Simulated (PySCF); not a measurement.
**Electron correlation in Zr(2+) (zirconium, charge +2)**

[Kr] 4d1 5p1, one real determinant (an excited configuration). All numbers are calculated (PySCF 2.14, scalar relativity through the core potential, in def2-QZVPPD with the def2 core potential (28 electrons)). Frozen: 4s2 4p6; 2 electrons correlated.

With two correlated electrons CCSD is exact within the correlated space (frozen core and kept virtual orbitals).

| level | correlation energy (mhartree) |
| --- | --- |
| CCSD | -4.63 |

Diagnostics: T1 = 0.0049, D1 = 0.0081, largest double amplitude 0.057.

The real determinant used has ⟨L²⟩ near 8 against 12 for a pure F term, so it mixes terms.

Cost of the coupled-cluster step: roughly 29 core-seconds, for 2 correlated electrons.

The reference is one real determinant that mixes LS terms of this configuration.
